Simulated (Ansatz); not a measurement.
`C[S][Ti]([OH])([Cl])[Cl]`, relaxed with RKS PBE0-D4/def2-TZVP in Ansatz from a PBE-D4/def2-SVP geometry. The force threshold is 0.005 eV/Å; the program also tests the step.

The species carries charge 0 and has multiplicity 1.

Start:

```xyz
10

C    -0.447   -0.564    1.656
S     0.891    0.632    1.244
Ti    0.545    0.785   -0.991
O     0.193   -0.853   -1.559
Cl   -1.246    2.020   -1.362
Cl    2.348    1.661   -1.885
H    -0.394   -1.451    0.996
H    -0.297   -0.874    2.709
H    -1.437   -0.080    1.556
H    -0.157   -1.276   -2.364
```

Q: How much energy does the relaxation release, and in how many steps? (Best estimate.)

A: Ansatz gave: 0.03 eV, in 12 steps, 1 of them rejected.

Q: Which bonds change most? (An estimate is asked.)

A: Ansatz gave: C1–S2 from 1.841 to 1.820 Å; C1–H9 from 1.107 to 1.089 Å; C1–H7 from 1.107 to 1.089 Å; C1–H8 from 1.107 to 1.090 Å.

Q: Give the relaxed structure. (Best estimate.)

A: The calculation gave: 
```xyz
10

C    -0.445   -0.568    1.662
S     0.869    0.610    1.222
Ti    0.512    0.787   -0.994
O     0.132   -0.828   -1.585
Cl   -1.227    2.084   -1.348
Cl    2.324    1.637   -1.875
H    -0.390   -1.458    1.037
H    -0.287   -0.846    2.704
H    -1.423   -0.100    1.562
H    -0.065   -1.318   -2.385
```
